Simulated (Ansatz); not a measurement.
B₂GeH₆, SMILES `B[BH][GeH3]`, 9 atoms. Charge 0, multiplicity 1. Correlated methods include outer-core shells of Ge, which these sets cover unevenly. Scalar relativity is left out up to krypton. All runs use 2 threads of an AMD EPYC 7B13 on a shared host. Correlated methods freeze the cores.

Question: How many basis functions does each run have, and how long does it take in Ansatz? RHF-MP2/def2-QZVPP energy; RKS PBE0-D4/def2-SVP energy; RKS PBE0-D4/def2-QZVPP energy; RKS r2SCAN-D4/def2-TZVPP energy and forces; direct RPA on PBE orbitals/def2-TZVPP energy; RKS PBE0-D4/def2-TZVP frequencies; RKS ωB97M-V/def2-SVP energy; RHF-CCSD(T)/def2-SVP energy; RKS LC-ωPBE/def2-TZVPP energy; RKS ωB97M-V/def2-QZVPP energy; RKS PBE0-D4/def2-TZVPP energy; RHF-CCSD(T)/def2-TZVPP energy. (Estimate.)

Answer: Computed: Other jobs shared the machine, so times are rough.

| level | job | functions | wall time | peak host memory (GiB) |
| --- | --- | --- | --- | --- |
| RKS PBE0-D4/def2-SVP | energy | 90 | 1.1 s | 0.37 |
| RKS LC-ωPBE/def2-TZVPP | energy | 194 | 2.4 s | 0.37 |
| RKS PBE0-D4/def2-TZVPP | energy | 194 | 2.6 s | 0.39 |
| RHF-CCSD(T)/def2-SVP | energy | 90 | 3.7 s | 0.37 |
| RKS r2SCAN-D4/def2-TZVPP | energy and forces | 194 | 3.7 s | 0.24 |
| direct RPA on PBE orbitals/def2-TZVPP | energy | 194 | 3.7 s | 0.37 |
| RKS ωB97M-V/def2-SVP | energy | 90 | 4 s | 0.37 |
| RKS PBE0-D4/def2-QZVPP | energy | 383 | 6.5 s | 1.1 |
| RKS ωB97M-V/def2-QZVPP | energy | 383 | 16 s | 1.2 |
| RHF-MP2/def2-QZVPP | energy | 383 | 17 s | 1.7 |
| RHF-CCSD(T)/def2-TZVPP | energy | 194 | 52 s | 2.2 |
| RKS PBE0-D4/def2-TZVP | frequencies | 146 | 80 s | 0.37 |

LC-ωPBE has ω = 0.4 bohr⁻¹.
